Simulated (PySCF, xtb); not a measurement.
Mo(S)2(OH)2 (H₂MoO₂S₂), SMILES [OH][Mo]([OH])(=[S])=[S], multiplicity 1.

GFN2-xTB (xtb) at its own geometry gives an orbital gap of 2.03 eV and a dipole moment of 7.77 D.

Geometry: PBE0-D3(BJ)/def2-SVP. The geometry has at least one imaginary mode, so it is a saddle point at that level. The spin state was assumed, not searched. The def2 effective core potentials stand for the cores of Mo; spin–orbit coupling is left out. Other conformers were not sampled.

Question: What does PBE/def2-TZVP (PySCF) give? (An estimate is asked for; the answer gives what the named calculation found.)

Answer: gap 2.26 eV (levels -6.00 and -3.74 eV), dipole 1.15 D.
